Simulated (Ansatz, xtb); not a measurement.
**Relaxing a trial structure of C6H8Cl2**

The starting geometry of this gas-phase singlet was built from a drawn formula by distance geometry and a force field; its bonds are those of `ClC[C@@H]1[C@H]2C[C@]1(Cl)C2`.

```xyz
16

C     0.2167   -0.0651   -1.6370
C     0.2063    1.3338   -1.0334
C     1.2063    1.8051    0.0932
C     0.1383    2.9257    0.4069
C    -0.7521    1.6191    0.2242
C     0.3813    0.9569    1.1139
Cl    1.6962   -0.2814   -2.6401
Cl   -2.4365    1.4746    0.3563
H     0.2450   -0.8641   -0.8708
H    -0.6779   -0.2448   -2.2434
H     0.0693    2.0268   -1.8439
H     2.2878    1.9182    0.0061
H     0.1845    3.3953    1.3780
H     0.0495    3.7223   -0.3664
H     0.4675   -0.1503    1.0663
H     0.4295    1.2608    2.1603
```

Q: Predict what it relaxes into with r2SCAN-D4/def2-SVP.

A: It keeps its bonds, and is `ClC[C@@H]1[C@H]2C[C@]1(Cl)C2`.

The energy falls by 0.34 eV over 7 steps:

| step | E − E(last) (eV) |
| --- | --- |
| 1 | 0.342 |
| 2 | 0.076 |
| 3 | 0.011 |
| 4 | 0.001 |
| 5 | 0.000 |
| 6 | 0.000 |
| 7 | 0.000 |

Final geometry (Å):

```xyz
16

C     0.2241   -0.0648   -1.5957
C     0.1879    1.3311   -1.0324
C     1.1635    1.7975    0.0906
C     0.1555    2.9435    0.3887
C    -0.6623    1.6474    0.2263
C     0.3780    0.9306    1.1127
Cl    1.6736   -0.2660   -2.6560
Cl   -2.4286    1.4851    0.3372
H     0.2814   -0.8515   -0.8328
H    -0.6597   -0.2505   -2.2227
H     0.0675    2.0662   -1.8466
H     2.2550    1.8871   -0.0011
H     0.1837    3.3726    1.4012
H     0.0223    3.7052   -0.3945
H     0.4532   -0.1624    1.0340
H     0.4167    1.2617    2.1615
```

From the same start GFN2-xTB reaches the same bonding as this run.

No frequencies were run, so the end isn't proven a minimum. Run with Ansatz 0.2.0, 18 s on 4 threads of Arm Neoverse V2, on a shared host.
